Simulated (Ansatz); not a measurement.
Si₄Cl₂. Charge 0, multiplicity 1. Geometry B3LYP-D4/def2-SVP; atoms count from 1.

```xyz
6

Si    0.4017   -0.0573    1.2557
Si   -0.3989    0.0553   -1.2571
Si   -0.2310   -2.0184    0.0756
Si    0.2261    2.0177   -0.0765
Cl   -1.9422   -0.7826    1.2949
Cl    1.9442    0.7854   -1.2926
```

The restricted singlet is unstable towards broken spin symmetry in Hartree–Fock (as tested in another run); at PBE0-D4/def2-TZVP this wasn't settled. The structure comes from a short search, and lower isomers may exist.

Q: Estimate the Mulliken populations from the PBE0/def2-TZVP orbitals of Ansatz.

A: 
```csv
atom,charge (e)
Si1,0.12
Si2,0.12
Si3,0.09
Si4,0.09
Cl5,-0.20
Cl6,-0.20
```
Mulliken values depend strongly on the basis.

Q: And the Mayer bond orders between heavy atoms (over 0.3)?

A: Si1–Si2 0.62 (2.64 Å); Si1–Si3 0.89 (2.37 Å); Si1–Si4 0.81 (2.47 Å); Si1–Cl5 0.57 (2.45 Å); Si2–Si3 0.81 (2.47 Å); Si2–Si4 0.89 (2.37 Å); Si2–Cl6 0.57 (2.45 Å); Si3–Cl5 0.61 (2.44 Å); Si4–Cl6 0.61 (2.44 Å).
